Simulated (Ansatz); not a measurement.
Two isomers of C3H10B2: A = `BCBCC`, B = `BCC(B)C`.

Calculated with Ansatz (gas phase, PBE0-D4/def2-TZVP geometries, no zero-point term in ΔE). CCSD(T)/CBS adds triple-zeta CCSD(T) − MP2 to the extrapolated MP2 energy (def2 sets, frozen cores). Functionals use def2-TZVPP. B3LYP here is the variant with VWN-RPA as its local correlation; programs differ in this. One conformer a species, not always the lowest.

Question: Which is lower in electronic energy at CCSD(T)/CBS, and by how much? (Estimate.)

Answer: Computed: A, by 12.5 kcal/mol.

Question: Give E(B) − E(A) in kcal/mol with B3LYP, CCSD/def2-TZVPP, PBE0-D4, B2PLYP, r2SCAN-D4, CCSD(T)/def2-TZVPP, PBE-D4. (An estimate is asked.)

Answer: Ansatz gave: B3LYP 17.7, CCSD/def2-TZVPP 14.7, PBE0-D4 11.0, B2PLYP 15.1, r2SCAN-D4 12.0, CCSD(T)/def2-TZVPP 12.4, PBE-D4 9.9. None reverses the order clearly.

Largest T1 diagnostic: 0.011.

In def2-TZVPP, CCSD(T) changes the Hartree–Fock value by −13.2 kcal/mol (the triples alone add −2.3 kcal/mol) and MP2 by −16.0 kcal/mol. The D4 term adds −1.9 kcal/mol with B3LYP and −0.9 kcal/mol with PBE0; it sums over pairs of atoms, weighted by their polarisabilities, and B3LYP, whose exchange is more repulsive, gets the larger term.
